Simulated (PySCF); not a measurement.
**Radial density of Ga (gallium, neutral)**

UHF, [Ar] 3d10 4s1 4p1 5s1, high-spin 4P determinant (an excited configuration). Computed with PySCF 2.14 in aug-cc-pVTZ-PP with one added diffuse shell each of s, d, f type with ECP10MDF (7s5p5d3f, 68 functions), with a scalar-relativistic core potential. This is the valence pseudo-density: the core potential removes the inner electrons and smooths the orbitals near the nucleus.

| r (bohr) | 4πr²ρ (e/bohr) | 4πr²(ρα − ρβ) |
| --- | --- | --- |
| 0.00247 | 2.686e-05 | 0.0000 |
| 0.00415 | 7.296e-05 | 0.0000 |
| 0.00698 | 0.0001870 | 0.0000 |
| 0.0117 | 0.0004384 | 0.0000 |
| 0.0197 | 0.0009762 | 0.0000 |
| 0.0332 | 0.002539 | 0.0001 |
| 0.0558 | 0.01619 | 0.0001 |
| 0.0939 | 0.1708 | -0.0007 |
| 0.158 | 1.412 | -0.0061 |
| 0.266 | 7.723 | -0.0063 |
| 0.447 | 23.76 | 0.0798 |
| 0.752 | 20.53 | -0.0326 |
| 1.26 | 4.879 | 0.4244 |
| 2.13 | 1.255 | 0.9547 |
| 3.58 | 0.3763 | 0.3722 |
| 6.02 | 0.1917 | 0.1917 |
| 10.1 | 0.06725 | 0.0672 |
| 17.0 | 0.001658 | 0.0017 |

Energies and moments cover only the electrons outside the core potential. The outer electron is Rydberg-like, and this basis confines it to a smaller radius and binds it less than a complete one would.

Question: Where is the radial spin density 4πr²(ρα − ρβ) most negative, and why is it negative at all?

Answer: Around r = 0.752 bohr, down to -0.0326 e/bohr: exchange with the open shell polarises the paired shells in an unrestricted calculation.
